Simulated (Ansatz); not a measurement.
Input file for Ansatz (a first-principles code): R-B3LYP-D3(BJ)/def2-TZVP on HBr (SMILES Br).

Ansatz 0.2 input:
```yaml
crystal:
  periodic: [false, false, false]
  atoms:
    - {symbol: Br, position_ang: [0.00000000, 0.00000000, -0.70700000]}
    - {symbol: H, position_ang: [0.00000000, 0.00000000, 0.70700000]}
basis:
  gaussian:
    orbitals: def2-TZVP
hamiltonian:
  xc: b3lyp
  dispersion: d3bj
relax: {f_tol: 0.004, max_steps: 120}
scf: {lower_state_search: off}
```

Output:

```
WARN ansatz: RAYON_NUM_THREADS=4 ignored (pool sized by the plan → 4); use --threads N
Functional definition: B3LYP
these checks for a lower state are left out or cut short: stability, starts, cluster_reference, orbital_swaps, neighbouring_geometries, increment
integrals: 0.01 GiB planned
457 factors; their error is unknown
mean field: 0.19 GiB planned
mean field evaluation 1: about -70063.1027 eV, gradient 7.5e0 eV
mean field evaluation 2: about -70063.1757 eV, gradient 4.1e0 eV
mean field evaluation 4: about -70063.2236 eV, gradient 9.2e-2 eV
mean field evaluation 8: about -70063.5724 eV, gradient 3.2e-2 eV
mean field -70063.57241565 eV, -2574.7887954801 hartree, gradient 6.4e-6 eV, S^2 0.000000; 0 other end points of the search recorded, 0 dependent functions left out
the calculation of the forces begins
reference -70063.57257268 eV, -2574.7888012507 hartree; 18, 18 occupied and 36, 36 virtual orbitals, 457 factors
relax step   1: F+E_penalty+E_count = -70063.59105849 eV  Δ(F+E_penalty+E_count) = +0.000e0 eV  max|allowed force component| = 2.791e-1 eV/Å  Δτ_max = 0.0000 Å  (13 SCF iters, accepted)
these checks for a lower state are left out or cut short: stability, starts, cluster_reference, orbital_swaps, neighbouring_geometries, increment
integrals: 0.01 GiB planned
457 factors; their error is unknown
mean field: 0.19 GiB planned
mean field evaluation 16: about -70063.2245 eV, gradient 5.3e-1 eV
mean field -70063.57384772 eV, -2574.7888481075 hartree, gradient 1.2e-6 eV, S^2 0.000000; 0 other end points of the search recorded, 0 dependent functions left out
the calculation of the forces begins
reference -70063.57400481 eV, -2574.7888538806 hartree; 18, 18 occupied and 36, 36 virtual orbitals, 457 factors
relax step   2: F+E_penalty+E_count = -70063.59248921 eV  Δ(F+E_penalty+E_count) = -1.431e-3 eV  max|allowed force component| = 5.786e-2 eV/Å  Δτ_max = 0.0043 Å  (20 SCF iters, accepted)
these checks for a lower state are left out or cut short: stability, starts, cluster_reference, orbital_swaps, neighbouring_geometries, increment
integrals: 0.01 GiB planned
457 factors; their error is unknown
mean field: 0.19 GiB planned
mean field -70063.57391431 eV, -2574.7888505549 hartree, gradient 1.2e-6 eV, S^2 0.000000; 0 other end points of the search recorded, 0 dependent functions left out
the calculation of the forces begins
reference -70063.57407142 eV, -2574.7888563285 hartree; 18, 18 occupied and 36, 36 virtual orbitals, 457 factors
relax step   3: F+E_penalty+E_count = -70063.59255544 eV  Δ(F+E_penalty+E_count) = -6.624e-5 eV  max|allowed force component| = 5.846e-4 eV/Å  Δτ_max = 0.0011 Å  (21 SCF iters, accepted)
Total energy: -70063.59271255 eV, -2574.7895413775 hartree
Atom 0 at    -0.000000     0.000000    -0.712402 Å, force     0.000000    -0.000000    -0.000585 eV/Å
Atom 1 at     0.000000    -0.000000     0.712402 Å, force     0.000000     0.000000     0.000585 eV/Å
Dipole moment:    -0.000000    -0.000000     0.191981 e Å
Checks for a lower state left out: stability, starts, cluster_reference, orbital_swaps, neighbouring_geometries, increment
```

The run converged.

Cost: roughly 1.7 core-seconds.
